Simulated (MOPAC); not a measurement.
MOPAC input (MNDO):

```
MNDO PRECISE GNORM=0.05 LET XYZ GEO-OK AUX(PRECISION=9) THREADS=1
CsLi

Li   -0.00000000 1   -0.00000000 1   -3.55343700 1
Cs    0.00000000 1    0.00000000 1    0.19382400 1
```

From the output:

```
                                                       MOPAC v23.2.5 Linux

          FINAL HEAT OF FORMATION =         71.53580 KCAL/MOL =     299.30580 KJ/MOL

          COSMO AREA              =        213.93 SQUARE ANGSTROMS
          COSMO VOLUME            =        285.09 CUBIC ANGSTROMS

          GRADIENT NORM           =          0.00008          =       0.00006 PER ATOM
          IONIZATION POTENTIAL    =          2.714866 EV
          HOMO LUMO ENERGIES (EV) =         -2.715  0.634
          NO. OF FILLED LEVELS    =          1
          MOLECULAR WEIGHT        =        139.8454         POINT GROUP:  C*v

          MOLECULAR DIMENSIONS (Angstroms)

            Atom       Atom       Distance
           Cs     2   Li     1     3.58111
           Cs     2   Li     1     0.00000
           Cs     2   Li     1     0.00000

          SCF CALCULATIONS        =          7

   ATOM   CHEMICAL          X               Y               Z
  NUMBER   SYMBOL      (ANGSTROMS)     (ANGSTROMS)     (ANGSTROMS)

     1      Li          0.00000006  *   0.00000008  *  -3.47036103  *
     2      Cs         -0.00000006  *  -0.00000008  *   0.11074803  *

                             CARTESIAN COORDINATES

   1   Li        0.000000065     0.000000076    -3.470361025
   2   Cs       -0.000000065    -0.000000076     0.110748025

           Empirical Formula: Li Cs  =     2 atoms

      MOLECULAR POINT GROUP   :   C*v

                  EIGENVALUES
  -2.71487   0.63400   1.38397   1.38397   2.11612   3.53686   3.53686   4.81813

              NET ATOMIC CHARGES AND DIPOLE CONTRIBUTIONS

  ATOM NO.   TYPE          CHARGE      No. of ELECS.   s-Pop       p-Pop
    1         Li          -0.329192        1.3292     1.31186     0.01733
    2         Cs           0.329192        0.6708     0.21563     0.45518
 DIPOLE           X         Y         Z       TOTAL
 POINT-CHG.    -0.000    -0.000     5.662     5.662
 HYBRID         0.000     0.000    -1.524     1.524
 SUM           -0.000    -0.000     4.139     4.139

          ATOMIC ORBITAL ELECTRON POPULATIONS

     Atom    s        px        py        pz
    1 Li   1.31186   0.00000   0.00000   0.01733
    2 Cs   0.21563   0.00000   0.00000   0.45518

 **********************
 *                    *
 * JOB ENDED NORMALLY *
 *                    *
 **********************

 == MOPAC DONE ==
```

The geometry given is a B3LYP-D3(BJ)/def2-TZVP minimum.
